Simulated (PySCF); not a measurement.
NICS in isomers of C5H9OPSi.

NICS is the negative of the GIAO shielding at a point without a nucleus: at the ring centre (0) and 1 Å above and below it (1); zz is the component along the ring normal. Level: GIAO PBE0/pcSseg-1 (PySCF, non-relativistic, gas phase) on the GFN2-xTB geometries, one conformer each. Atom numbers follow the mapped SMILES.

Task: Order these rings by mean NICS(1)zz, lowest (most negative) first (ppm).
A. ring C2–C3–P4–C6–C8 in `[CH3:1][C:2]1=[CH:3][P@@H:4](=[O:5])[C:6]([SiH3:7])=[CH:8]1`
B. ring C2–C3–C4–O5–C6 in `[CH3:1][c:2]1[cH:3][cH:4][o:5][c:6]1[SiH2:7][PH2:8]`
C. ring C3–C4–C5–O6–Si7 in `[CH:1]#[C:2][C@@H:3]1[CH2:4][CH2:5][O:6][Si@H:7]1[PH2:8]`
D. ring C4–C5–O6–Si7 in `[CH3:1][C:2]#[C:3][C@@H:4]1[CH2:5][O:6][Si@H:7]1[PH2:8]`
E. ring C4–C5–C6–C7–O8 in `[PH2:1][SiH2:2][CH2:3][c:4]1[cH:5][cH:6][cH:7][o:8]1`

Result: B (-26.0), E (-24.9), C (-4.4), A (0.3), D (3.6).

| SMILES | ring | NICS(0) | NICS(1) | NICS(1)zz | HOMA | rms pucker (Å) | ring atoms with four or more neighbours |
| --- | --- | --- | --- | --- | --- | --- | --- |
| Cc1ccoc1[SiH2]P | 5-membered ring with O; formal bonds all aromatic | -11.4 | -10.5 | -26.0 | 0.46 | 0.00 | 0 |
| P[SiH2]Cc1ccco1 | 5-membered ring with O; formal bonds all aromatic | -11.8 | -10.0 | -24.9 | 0.42 | 0.00 | 0 |
| C#C[C@@H]1CCO[Si@H]1P | 5-membered ring with O and Si; formal bonds all single | -6.2 | -3.4 | -4.4 | – | 0.17 | 4 |
| CC1=C[P@@H](=O)C([SiH3])=C1 | 5-membered ring with P; formal bonds 2 double, 3 single | 0.5 | -3.0 | 0.3 | – | 0.01 | 1 |
| CC#C[C@@H]1CO[Si@H]1P | 4-membered ring with O and Si; formal bonds all single | -0.7 | 0.4 | 3.6 | – | 0.04 | 3 |

NICS(0) gives another order. The isotropic NICS(1) gives the same order. HOMA uses Krygowski's 1993 parameters; it is left out where a ring has a four-coordinate atom, a triple bond, no multiple bond or a kind of bond without parameters. NICS(1) and NICS(1)zz are means over the two faces.
